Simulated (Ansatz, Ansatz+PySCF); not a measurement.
```xyz
2

Si    0.0000    0.0000    0.0000
Si    0.0000    0.0000    2.3583
```

Basis set: def2-SVP (spherical functions). Correlated methods keep 10 orbitals frozen. Correlation on ROHF uses semicanonical orbitals with singles. Charge 0, multiplicity 3.

Computed with Ansatz (development build ahead of 0.2.0); each method stands on the lowest determinant of its kind that the runs found.

Q: Give the atomization energy at this shape (free ground-state atoms in the same class of orbitals less the molecule, no zero-point energy) of triplet Si2 by UHF-CCSDT(Q), ROHF-CCSD(T), ROHF-MP2, UHF-MP2, ROHF, UHF.

A:

| method | atomization energy |
| --- | --- |
| UHF-CCSDT(Q) | 2.74 eV |
| ROHF-CCSD(T) | 2.70 eV |
| ROHF-MP2 | 2.69 eV |
| UHF-MP2 | 2.65 eV |
| ROHF | 1.63 eV |
| UHF | 1.54 eV |

Caution for UHF-CCSDT(Q), UHF-MP2: a plain start can end on a higher determinant.
